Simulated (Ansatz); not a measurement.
`[NH2][SbH][NH2]` + H₂ → `[NH2][SbH2]` + NH₃ at 500 K and 1 bar (hydrogenolysis of the Sb–N bond).

Calculated with Ansatz (gas phase, PBE0-D4/def2-TZVP geometries, no zero-point term in ΔE). CBS: MP2 limit from def2 TZ/QZ plus the TZ coupled-cluster correction, frozen cores. This one scheme is used for every species. def2 core potentials past Kr. For Sb outer-core shells are correlated without core-valence functions, which leaves a few kJ/mol of doubt a bond. Each species was taken in one conformer, which may not be the lowest.

```json
{"species": "`[NH2][SbH][NH2]`", "CCSD(T)/CBS energy (Eh)": "-352.42781", "H − E (kJ/mol)": "189.4", "S (J/(mol·K))": "369.1"}
{"species": "H₂", "CCSD(T)/CBS energy (Eh)": "-1.17544", "H − E (kJ/mol)": "41.0", "S (J/(mol·K))": "145.5"}
{"species": "`[NH2][SbH2]`", "CCSD(T)/CBS energy (Eh)": "-297.10356", "H − E (kJ/mol)": "130.2", "S (J/(mol·K))": "315.2"}
{"species": "NH₃", "CCSD(T)/CBS energy (Eh)": "-56.50880", "H − E (kJ/mol)": "108.2", "S (J/(mol·K))": "211.8"}
```

H − E and S are ideal-gas, rigid-rotor, harmonic terms from PBE0-D4/def2-TZVP, for one conformer and one mirror image of each species. For small species the MP2-based limit differs from directly extrapolated CCSD(T) by up to some mEh (0.8 for H₂); such offsets cancel only in part. 1 Eh = 2625.50 kJ/mol, R = 8.31446 J/(mol·K).

Q: By hand: ΔE, ΔH, ΔS and ΔG.

A: ΔE = (-297.10356) + (-56.50880) − (-352.42781) − (-1.17544) = -0.00911 Eh = -23.9 kJ/mol. Δ(H − E) = 130.2 + 108.2 − 189.4 − 41.0 = 8.0, so ΔH = -15.9 kJ/mol. ΔS = 315.2 + 211.8 − 369.1 − 145.5 = 12.4 J/(mol·K). ΔG = -15.9 − 500 × (12.4)/1000 = -22.1 kJ/mol.

Q: By hand: the equilibrium constant, and the temperature at which ΔG would vanish if ΔH and ΔS stayed fixed.

A: log₁₀ K = −ΔG/(RT ln 10) = 2.3. ΔH and −TΔS have one sign here, so there is no such temperature.

TΔS isn't small against ΔH here. A doubt of 5 kJ/mol in ΔE shifts log₁₀ K by 0.5 here. Other conformers and mirror images would add mixing entropy, several J/(mol·K) or more a flexible species. These are equilibria of isolated gas molecules and say nothing of rates. Largest T1 diagnostic: 0.014 (customary marks: 0.02 for closed shells, 0.045 for open ones).

ΔS is within the doubt of such terms, so its sign, and with it that verdict, could turn.
